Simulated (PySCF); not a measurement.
Distances in Å between the heavy atoms of a computed structure (PBE0-D3(BJ)/def2-SVP; lower triangle, same order across):
```
F1    0.00
C2    1.38  0.00
C3    2.36  1.47  0.00
C4    3.47  2.63  1.35  0.00
C5    4.40  3.56  2.65  1.48  0.00
F6    4.15  3.33  3.00  2.33  1.36  0.00
O7    4.23  3.54  2.07  1.37  2.48  3.62  0.00
C8    3.33  2.77  1.51  1.94  3.41  4.19  1.46  0.00
```

Hydrogens: 2 on C2, 2 on C5, 2 on C8.

Neutral, closed shell.

(1) Read off the bonds between heavy atoms and their formal orders.

(2) Which species is it?

(3) Which rings does it hold?

(4) Describe the place of each heavy atom.

Results:

(1) F1–C2 (single); C2–C3 (single); C3–C4 (double); C4–C5 (single); C5–F6 (single); C4–O7 (single); O7–C8 (single); C3–C8 (single).

(2) `FCC1=C(CF)OC1`, C5H6F2O. Among its features: C=C double bond, ether and C–F bond.

(3) C3–C4–O7–C8 (4 members, 0.00 Å rms from planarity).

(4) F1: alkyl fluorine; C2: sp3 C–F carbon; C3: fully substituted alkene carbon; C4: vinylic carbon bearing oxygen; C5: sp3 C–F carbon; F6: alkyl fluorine; O7: cyclic ether oxygen; C8: sp3 carbon bound to oxygen.

Conformer computed: `[F:1][CH2:2][C:3]1=[C:4]([CH2:5][F:6])[O:7][CH2:8]1`: F1–C2–C3–C4 -108°, C3–C4–C5–F6 0°.
